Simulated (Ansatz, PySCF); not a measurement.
Complex: GeH4 (SMILES [GeH4]) (first 5 atoms) with CH2F2 (SMILES FCF); geometry from B3LYP-D3(BJ)/def2-TZVP.
(charge 0, multiplicity 1):
| atom | x (Å) | y (Å) | z (Å) |
|---|---|---|---|
| Ge | -0.7001 | 0.5347 | 0.3469 |
| H | -0.8604 | 0.6186 | -1.1801 |
| H | -0.3754 | -0.9192 | 0.7270 |
| H | -2.0131 | 0.9564 | 1.0199 |
| H | 0.4431 | 1.4518 | 0.7963 |
| F | -0.3055 | 0.0779 | 3.6913 |
| C | 0.5873 | -0.9501 | 3.7714 |
| F | 1.7884 | -0.5137 | 3.3031 |
| H | 0.2379 | -1.7645 | 3.1356 |
| H | 0.6997 | -1.2314 | 4.8195 |

Interaction energies are E(AB) − E(A) − E(B) at the monomers' geometry in the complex; basis-set methods are counterpoise corrected.

Frozen-core correlation. Filled d and f shells under p-block atoms count as core.

Programs: Ansatz (Gaussian orbitals); PySCF for the dispersion terms. Values without a source in brackets are computed.

Task: One of these levels gives -25.8 meV for the interaction energy. Name it.
A) SCS-MP2/aug-cc-pVDZ
B) BHLYP-D4/def2-TZVPPD
C) B2PLYP/def2-TZVPPD
D) MP2/aug-cc-pVDZ

Result: A, SCS-MP2/aug-cc-pVDZ. The others give -58.5 (BHLYP-D4/def2-TZVPPD), -11.6 (B2PLYP/def2-TZVPPD), -39.4 (MP2/aug-cc-pVDZ)

Ansatz is an electronic-structure program.
